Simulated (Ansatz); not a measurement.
Worked example: a bond strength in Ge2H6 (digermane)

Ge2H6: 8 atoms, total charge 0, spin state singlet. SMILES: `[GeH3][GeH3]`. The shape was relaxed beforehand at wB97X-V/def2-SVP.

```csv
atom,x (Å),y (Å),z (Å)
Ge,-0.5680,0.2813,-1.0278
Ge,0.5680,-0.2813,1.0278
H,-0.3589,-0.8263,-2.0729
H,-2.0760,0.4417,-0.7770
H,-0.0214,1.6013,-1.5950
H,0.3656,0.8300,2.0702
H,2.0749,-0.4495,0.7755
H,0.0158,-1.5971,1.5992
```

Wanted: the dissociation energy of the Ge2–Ge1 bond into doublet GeH3 and doublet GeH3 (shapes relaxed at wB97X-V/def2-SVP, no zero-point term). 1 Eh = 2625.50 kJ/mol = 27.2114 eV. Totals in Eh; open shells run unrestricted unless said.

```
                                 level  program         Ge2H6  doublet GeH3  doublet GeH3 
                          HF/def2-TZVP   Ansatz  -4154.218203  -2077.068311   -2077.068311
                     wB97M-V/def2-TZVP   Ansatz  -4157.343460  -2078.614414   -2078.614414
MP2/def2-TZVP, 18 core orbitals frozen   Ansatz  -4154.735642  -2077.308648   -2077.308648
```

**Question.** Work out the dissociation energy at each level.

**Answer.** 
1. HF/def2-TZVP: (-2077.068311) + (-2077.068311) − (-4154.218203) = 0.081581 Eh = 214.2 kJ/mol = 2.22 eV.
2. wB97M-V/def2-TZVP: (-2078.614414) + (-2078.614414) − (-4157.343460) = 0.114632 Eh = 301.0 kJ/mol = 3.12 eV.
3. MP2/def2-TZVP: (-2077.308648) + (-2077.308648) − (-4154.735642) = 0.118346 Eh = 310.7 kJ/mol = 3.22 eV.

The levels span 214 to 311 kJ/mol; no measured value is set beside them. Hartree–Fock lacks the correlation of the electrons that are unpaired, so it comes out low. A bond enthalpy at 298 K also holds the loss of zero-point energy and thermal terms.
